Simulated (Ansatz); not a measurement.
`N=C(F)S[SiH2]F` from Hartree–Fock to CCSD(T)

| atom | x (Å) | y (Å) | z (Å) |
| --- | --- | --- | --- |
| N1 | 0.661 | 2.168 | 1.273 |
| C2 | 0.282 | 1.176 | 0.630 |
| F3 | -0.776 | 1.311 | -0.189 |
| S4 | 0.924 | -0.463 | 0.606 |
| Si5 | -0.451 | -1.322 | -0.816 |
| F6 | 0.048 | -2.833 | -0.920 |
| H7 | 1.463 | 1.969 | 1.861 |
| H8 | -1.833 | -1.316 | -0.302 |
| H9 | -0.319 | -0.689 | -2.143 |

Total charge 0; spin multiplicity 1. All single points use the PBE0-D4/def2-TZVP geometry. It is one conformer, not always the lowest. Frozen core, restricted reference, the Gaussian-basis code of Ansatz. CBS rows extrapolate triple and quadruple zeta; past MP2 they add the triple-zeta difference.

```csv
basis,HF (Eh),MP2 corr.
def2-SVP,-979.01214,-0.88149
def2-TZVPP,-979.62889,-1.14387
def2-QZVPP,-979.66262,-1.24234
```

(1) Estimate the CCSD correlation energy and the (T) correction in each basis where they were run (hartree).

Answers

(1) 
| basis | CCSD corr. | (T) |
| --- | --- | --- |
| def2-SVP | -0.92023 | -0.02542 |
| def2-TZVPP | -1.17462 | -0.04739 |
| CBS(def2) | -1.34604 | as TZ |
